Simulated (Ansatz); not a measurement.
| atom | x (Å) | y (Å) | z (Å) |
| --- | --- | --- | --- |
| C | -0.0144 | -0.0466 | -0.6295 |
| F | -0.0296 | -0.0257 | 0.7758 |
| H | 0.0243 | -1.0750 | -0.9768 |
| H | -0.9243 | 0.5199 | -1.0386 |
| H | 0.9044 | 0.4687 | -1.0010 |

Basis set: 6-31G* (spherical functions). Left uncorrelated: 2 orbitals. Charge 0, multiplicity 1.

Computed with Ansatz (development build ahead of 0.2.0); each method stands on the lowest determinant of its kind that the runs found. Restricted open shells among the atoms or ions are ROHF, correlated in semicanonical orbitals with singles.

The atomization energy at this shape (free ground-state atoms in the same class of orbitals less the molecule, no zero-point energy) of singlet CH₃F:

```json
{"method": "RHF", "atomization energy": "13.49 eV"}
```

Q: What does RHF-MP2 give?

A: 16.82 eV.
